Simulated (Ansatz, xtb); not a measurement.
## Two structures of BGaH6InN

We compare a, a singlet given by its coordinates, with b, a singlet given by its coordinates. Both are isolated molecules in the gas phase, relaxed with PBE0-D3(BJ)/def2-SVP.

a (Å):

```xyz
10

B    -1.1445   -0.4148   -0.2159
Ga    0.0456    1.2262   -0.5139
In    1.1660   -1.8373    0.3803
N     1.7511    0.2286   -0.7518
H    -2.3534   -0.4666   -0.1672
H    -0.6490   -1.2935   -0.9570
H     0.3913    2.7467   -0.2326
H     1.8344   -0.1015   -1.7169
H     2.6356    0.6942   -0.5407
H    -0.6605   -0.5701    0.9497
```

Close contacts (Å): B1–Ga2 2.05, B1–In3 2.78, Ga2–In3 3.38, Ga2–N4 1.99, In3–N4 2.43, B1–H5 1.21, B1–H6 1.25, B1–H10 1.27, Ga2–H7 1.58, In3–H6 2.32, In3–H10 2.29, N4–H8 1.02, N4–H9 1.02.

b (Å):

```yaml
atoms:
  - { symbol: B, position_ang: [1.2687, -0.7433, 1.2312] }
  - { symbol: Ga, position_ang: [-0.6314, -0.7194, 0.1159] }
  - { symbol: In, position_ang: [2.1108, -0.2705, -1.0410] }
  - { symbol: N, position_ang: [0.0499, -1.0031, 2.0901] }
  - { symbol: H, position_ang: [1.8366, 0.3361, 1.3869] }
  - { symbol: H, position_ang: [2.0195, -1.6963, 1.0318] }
  - { symbol: H, position_ang: [-1.2236, -2.1057, -0.3326] }
  - { symbol: H, position_ang: [-1.4681, 0.6121, 0.1423] }
  - { symbol: H, position_ang: [-0.2091, -0.2931, 2.7683] }
  - { symbol: H, position_ang: [-0.0615, -1.9334, 2.4816] }
```

Close contacts (Å): B1–Ga2 2.20, B1–In3 2.47, B1–N4 1.51, Ga2–In3 3.01, Ga2–N4 2.11, B1–H5 1.23, B1–H6 1.23, Ga2–H7 1.57, Ga2–H8 1.57, N4–H9 1.02, N4–H10 1.02.

Energies in hartree; the thermal terms are from PBE0-D3(BJ)/def2-SVP harmonic frequencies (ideal gas, rigid rotor, one conformer each, 400 K, 1 atm) and include the zero-point energy:

|  | a | b |
| --- | --- | --- |
| E, CCSD(T)/def2-SVP | −2195.423736 | −2195.431108 |
| E, MP2/def2-SVP | −2195.366450 | −2195.372663 |
| E, MP2/def2-TZVPP | −2196.002296 | −2196.006296 |
| zero-point energy | 0.061876 | 0.063196 |
| H(400 K) − E | 0.074991 | 0.075966 |
| G(400 K) − E | 0.014292 | 0.015607 |

Correct the CCSD(T) difference for the basis set by the MP2 change, then work out ΔE, ΔE₀, ΔH and ΔG for a → b in kJ/mol (1 Eh = 2625.50 kJ/mol) and the equilibrium ratio [b]/[a].

1. Differences b − a: CCSD(T) −0.007372, MP2 in the small set −0.006213, MP2 in the large set −0.004000 Eh.
2. ΔE = −0.007372 + (−0.004000 − (−0.006213)) = −0.005159 Eh = −13.54 kJ/mol.
3. ΔE₀ = ΔE + ΔZPE = −0.005159 + (+0.001320) Eh = −10.08 kJ/mol.
4. ΔH = ΔE + (+0.000975) Eh = −10.99 kJ/mol.
5. ΔG = ΔE + (+0.001315) Eh = −10.09 kJ/mol, so ΔS = (ΔH − ΔG)/T = −2.2 J/(mol K).
6. kT = 1.2667 mEh, so K = [b]/[a] = exp(−ΔG/kT) = exp(+3.03) ≈ 21.

Structure b is favoured at this temperature. An error of 4 kJ/mol in ΔG would change K by a factor of 3.3. Mirror images and further conformers aren't counted.

Other levels gave ΔE = −20.3 (PBE0-D3(BJ)/def2-SVP); −17.0 (HF/def2-SVP); −16.3 (MP2/def2-SVP); −19.4 (CCSD(T)/def2-SVP) kJ/mol. The correlated steps freeze 15 core orbitals; the filled d shell of Ga and In is correlated, in a basis made for valence electrons. Atoms past krypton carry core potentials in the def2 sets, without spin–orbit terms. Programs: Ansatz 0.2.0.
